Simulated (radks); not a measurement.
Problem. Species: Ir10+. Configuration: [Kr] 4d10 4f14 5s2 5p5. Calculated with a radial shooting solver on a logarithmic mesh with Libxc functionals: Dirac Kohn-Sham, PBE, spin-unpolarised, spherical densities, point nucleus; open shells are shared between the two j in proportion to 2j + 1. Some entries of the table are withheld. Estimate them.

| orbital | occ. | eigenvalue (hartree) | <1/r> (bohr^-1) | r(max) (bohr) |
|---|---|---|---|---|
| 1s1/2 | 2 | (1) | 92.26 | 0.01081 |
| 2s1/2 | 2 | -494.5790 | 22.58 | 0.06249 |
| 2p1/2 | 2 | -473.9760 | 22.53 | 0.04620 |
| 2p3/2 | 4 | -414.1501 | 18.59 | 0.05336 |
| 3s1/2 | 2 | -120.3631 | 8.289 | 0.1759 |
| 3p1/2 | 2 | -111.1487 | 8.200 | 0.1643 |
| 3p3/2 | 4 | -98.04335 | 7.177 | 0.1789 |
| 3d3/2 | 4 | -82.69250 | 7.074 | 0.1397 |
| 3d5/2 | 6 | -79.85970 | 6.837 | 0.1437 |
| 4s1/2 | 2 | -30.46671 | 3.498 | 0.3975 |
| 4p1/2 | 2 | -26.57836 | 3.388 | 0.3963 |
| 4p3/2 | 4 | -23.47496 | 3.033 | 0.4266 |
| 4d3/2 | 4 | -17.10644 | 2.827 | 0.4208 |
| 4d5/2 | 6 | -16.52902 | 2.745 | 0.4302 |
| 5s1/2 | 2 | -9.39420 | 1.460 | 0.8761 |
| 4f5/2 | 6 | (2) | 2.361 | 0.3915 |
| 4f7/2 | 8 | (3) | 2.330 | 0.3961 |
| 5p1/2 | 1.66667 | -8.08862 | 1.359 | 0.9208 |
| 5p3/2 | 3.33333 | -7.48469 | 1.249 | 0.9881 |
| 5d3/2 | 0 | -5.54084 | 1.063 | (4) |
| 5d5/2 | 0 | -5.44826 | 1.042 | (5) |
| 6s1/2 | 0 | -4.40967 | 0.7452 | 1.776 |

Solution. 
(1) 1s1/2 eigenvalue (hartree): -2799.985
(2) 4f5/2 eigenvalue (hartree): -8.40607
(3) 4f7/2 eigenvalue (hartree): -8.28860
(4) 5d3/2 r(max) (bohr): 1.119
(5) 5d5/2 r(max) (bohr): 1.141
